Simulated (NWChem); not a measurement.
Molecule: CdHF; SMILES [CdH][F]

Program: NWChem. Geometry: optimised at PBE0/def2-SVP. def2 effective core potentials on Cd; no spin-orbit coupling. B3LYP is NWChem's, with the RPA form of VWN correlation. Vertical excitations in the gas phase; the lowest state need not have the same character in each row.

| level | lowest excitation, singlet (eV) | oscillator strength of that lowest state | lowest triplet (eV) | orbital gap (eV) |
|---|---|---|---|---|
| PBE/def2-SVPD, TDA | 6.24 | 0.013 | 5.81 | 6.08 |
| B3LYP/def2-SVPD, TDA | 6.86 | 0.010 | 5.94 | 8.03 |
| LRC-wPBEh/def2-SVPD, TDA | 7.32 | 0.008 | 6.17 | 12.00 |
| BHandHLYP/def2-SVPD, TDA | ___ | ___ | 6.13 | ___ |

Task: Fill in the missing entries.

Result: 
- BHandHLYP/def2-SVPD, TDA, lowest excitation, singlet (eV): 7.83
- BHandHLYP/def2-SVPD, TDA, oscillator strength of that lowest state: 0.025
- BHandHLYP/def2-SVPD, TDA, orbital gap (eV): 10.33
